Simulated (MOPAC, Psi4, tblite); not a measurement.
Intermolecular potential of C2H6 ··· C2H6 (SMILES CC and CC). Monomers: optimised at B3LYP-D3(BJ) (def2-TZVP), held rigid. Orientation: lowest of the rigid-body minima from ten starts at GFN2-xTB. R is the distance of the centres of mass, along which the second monomer moves.

Geometry at R = 3.95 Å (first 8 atoms: monomer A):
```
16

C     -0.7617    -0.0446    -0.0118
C      0.7617     0.0446     0.0118
H     -1.1659     0.3178    -0.9590
H     -1.1011    -1.0741     0.1189
H     -1.2067     0.5528     0.7864
H      1.2067    -0.5534    -0.7860
H      1.1659    -0.3171     0.9593
H      1.1011     1.0740    -0.1196
C      0.2642     2.7955    -2.8885
C      0.0759     1.5226    -3.7093
H      1.3153     2.9561    -2.6406
H     -0.0836     3.6748    -3.4343
H     -0.2922     2.7487    -1.9503
H      0.6316     1.5697    -4.6479
H     -0.9753     1.3617    -3.9566
H      0.4243     0.6434    -3.1638
```

Levels of theory: HF/aug-cc-pVDZ, counterpoise-corrected (Psi4); AM1, restricted, heats of formation (MOPAC); MP2/aug-cc-pVDZ = DF-MP2/aug-cc-pVDZ, frozen core, counterpoise-corrected run with Psi4; SAPT0/jun-cc-pVDZ, frozen core (Psi4); GFN2-xTB (tblite).

Interaction energies in kcal/mol (negative: bound); R is the distance of the centres of mass, d the H3···H16 distance.

| R / Å | d / Å | HF/aug-cc-pVDZ | AM1 | MP2/aug-cc-pVDZ | SAPT0/jun-cc-pVDZ | GFN2-xTB |
|---|---|---|---|---|---|---|
| 3.31 | 2.29 | 4.45 | 0.30 | 0.31 | 0.90 | 1.14 |
| 3.56 | 2.45 | 2.01 | -0.11 | -0.85 | -0.32 | -0.39 |
| 3.77 | 2.60 | 1.01 | -0.06 | -1.09 | -0.65 | -0.84 |
| 3.95 | 2.74 | 0.55 | 0.01 | -1.07 | -0.70 | -0.93 |
| 4.16 | 2.90 | 0.27 | 0.07 | -0.93 | -0.64 | -0.89 |
| 4.32 | 3.03 | 0.15 | 0.08 | -0.81 | -0.57 | -0.80 |
| 4.67 | 3.32 | 0.04 | 0.06 | -0.56 | -0.40 | -0.59 |
| 4.98 | 3.59 | 0.01 | 0.03 | -0.39 | -0.29 | -0.43 |
| 5.42 | 3.97 | 0.00 | 0.01 | -0.24 | -0.18 | -0.26 |
| 6.13 | 4.62 | 0.00 | 0.00 | -0.11 | -0.08 | -0.12 |
| 7.11 | 5.54 | 0.00 | 0.00 | -0.04 | -0.03 | -0.04 |
| 8.47 | 6.84 | 0.00 | 0.00 | -0.01 | -0.01 | -0.01 |

Lowest grid point: HF/aug-cc-pVDZ 0.00 kcal/mol at R = 6.13 Å; AM1 -0.11 kcal/mol at R = 3.56 Å; MP2/aug-cc-pVDZ -1.09 kcal/mol at R = 3.77 Å; SAPT0/jun-cc-pVDZ -0.70 kcal/mol at R = 3.95 Å; GFN2-xTB -0.93 kcal/mol at R = 3.95 Å.
